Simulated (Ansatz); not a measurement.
NbS2⁻. Total charge -1; triplet. Geometry B3LYP-D4/def2-TZVPD; atoms count from 1.

```csv
atom,x (Å),y (Å),z (Å)
Nb1,-0.116,-0.646,-0.306
S2,-0.315,-0.434,1.892
S3,0.431,1.080,-1.586
```

In the def2 sets Nb takes a core potential; there is no spin–orbit coupling. The structure comes from a short search, and lower isomers may exist.

Q: Estimate the Mulliken populations from the PBE0/def2-TZVPD orbitals of Ansatz.

A: 
```json
{"atom": "Nb1", "charge (e)": "0.44", "spin (α − β)": "2.43", "d electrons": "3.41"}
{"atom": "S2", "charge (e)": "-0.72", "spin (α − β)": "-0.21", "d electrons": "–"}
{"atom": "S3", "charge (e)": "-0.72", "spin (α − β)": "-0.21", "d electrons": "–"}
```
Mulliken values depend strongly on the basis. With diffuse functions, as here, like atoms can get unlike values, and bond orders can come out too low or too high.

Q: Where does the spin sit?

A: Summed by element: Nb 2.43, S -0.43, of 2 unpaired in all. Largest on single atoms: Nb1 2.43, S2 -0.21, S3 -0.21.

Q: And the Mayer bond orders between heavy atoms (over 0.3)?

A: Nb1–S2 1.77 (2.22 Å); Nb1–S3 1.77 (2.22 Å).
